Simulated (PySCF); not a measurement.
Job file and geometry (Å, from GFN2-xTB) of an NMR shielding run on SMILES C=C1C[C@@H]1BCCOC, C₇H₁₃BO, GIAO PBE0/pcSseg-1 NMR shielding, non-relativistic, gas phase in PySCF; density fitting, a coarse starting grid and PySCF grid level 2 are the driver's defaults:

```
$ OMP_NUM_THREADS=1 python probes_run.py task.json out

{"job": {"kind": "nmr", "xc": "PBE0", "basis": "pcSseg-1"}, "charge": 0, "multiplicity": 1}
C      3.468530     0.376506     1.849971
C      3.028308    -0.223037     0.776077
C      3.246129    -0.728065    -0.563077
C      1.868367    -0.876259     0.113804
B      0.677235    -0.000399    -0.321695
C     -0.790612    -0.524004    -0.086491
C     -1.912206     0.442114    -0.449731
O     -3.155026    -0.188039    -0.209279
C     -4.253714     0.625452    -0.512026
H      4.488655     0.718281     1.925452
H      2.835356     0.549788     2.704904
H      3.835140    -1.624358    -0.699189
H      3.328213    -0.023248    -1.378180
H      1.662665    -1.876184     0.486429
H      0.877271     1.046308    -0.812022
H     -0.928739    -0.821809     0.956614
H     -0.947814    -1.443218    -0.658891
H     -1.837827     1.360302     0.154496
H     -1.841821     0.731555    -1.510377
H     -4.256877     1.538035     0.099336
H     -5.146770     0.041917    -0.296145
H     -4.254874     0.917746    -1.570830
```

Question: Write the output of this run.

Answer: 
```
coarse grid: 17840 points
cycle   1  E = -373.9086941078  dE =  1.135e+00  |g| = 6.210e-01  |ddm| = 4.089e+00
cycle   2  E = -373.8600304920  dE =  4.866e-02  |g| = 8.257e-01  |ddm| = 1.279e+00
cycle   3  E = -373.9922373740  dE = -1.322e-01  |g| = 1.099e-01  |ddm| = 7.874e-01
cycle   4  E = -373.9943967624  dE = -2.159e-03  |g| = 3.288e-02  |ddm| = 9.975e-02
cycle   5  E = -373.9946431887  dE = -2.464e-04  |g| = 6.079e-03  |ddm| = 3.195e-02
cycle   6  E = -373.9946507045  dE = -7.516e-06  |g| = 2.160e-03  |ddm| = 7.721e-03
final grid: 170712 points
cycle   7  E = -374.0572033492  dE = -4.668e-05  |g| = 1.233e-02  |ddm| = 3.731e-02
cycle   8  E = -374.0571815446  dE =  2.180e-05  |g| = 1.653e-02  |ddm| = 2.067e-02
cycle   9  E = -374.0572353965  dE = -5.385e-05  |g| = 1.884e-03  |ddm| = 1.192e-02
cycle  10  E = -374.0572361756  dE = -7.790e-07  |g| = 1.906e-04  |ddm| = 1.655e-03
cycle  11  E = -374.0572361792  dE = -3.601e-09  |g| = 1.523e-04  |ddm| = 2.718e-04
cycle  12  E = -374.0572361848  dE = -5.612e-09  |g| = 3.202e-05  |ddm| = 1.493e-04
cycle  13  E = -374.0572361850  dE = -2.335e-10  |g| = 7.132e-06  |ddm| = 2.906e-05
converged SCF energy = -374.0572361850

GIAO shielding tensors (ppm)
atom      isotropic    diamagn.    paramagn.     s11        s22        s33       span
  0 C       78.305     254.537    -176.231    -20.594     88.796    166.714    187.307
  1 C       42.670     265.329    -222.659    -44.470     -5.355    177.837    222.307
  2 C      169.888     257.796     -87.908    147.099    166.546    196.019     48.920
  3 C      161.814     245.332     -83.518    113.221    161.433    210.788     97.566
  4 B       17.481     191.148    -173.667    -57.472     -6.360    116.275    173.747
  5 C      150.372     253.593    -103.221    128.646    148.545    173.926     45.281
  6 C      109.604     249.144    -139.540     70.246     91.543    167.024     96.778
  7 O      299.553     397.876     -98.322    270.008    301.897    326.755     56.747
  8 C      125.796     240.961    -115.164     95.547     98.318    183.524     87.977
  9 H       25.915      25.369       0.547     23.721     24.011     30.014      6.293
 10 H       26.065      34.093      -8.029     23.872     23.934     30.388      6.516
 11 H       29.945      30.378      -0.433     25.010     26.492     38.333     13.322
 12 H       30.095      32.120      -2.025     25.062     27.251     37.972     12.910
 13 H       29.960      32.369      -2.409     24.499     29.025     36.356     11.856
 14 H       25.103      33.046      -7.944     18.438     26.998     29.872     11.434
 15 H       29.703      34.284      -4.582     25.154     30.649     33.306      8.151
 16 H       29.799      33.147      -3.348     25.188     30.850     33.360      8.172
 17 H       28.120      34.058      -5.937     24.610     28.137     31.614      7.004
 18 H       28.055      33.385      -5.331     24.498     27.907     31.759      7.261
 19 H       28.340      27.651       0.689     24.729     26.038     34.253      9.524
 20 H       27.791      26.394       1.397     23.796     25.379     34.198     10.402
 21 H       28.344      27.218       1.126     24.755     26.002     34.276      9.521
```

Size and cost of the density-fitted run: 218 basis functions, 39 s wall time on 1 thread of an Arm Neoverse V1, shared host; peak memory 0.96 GiB.
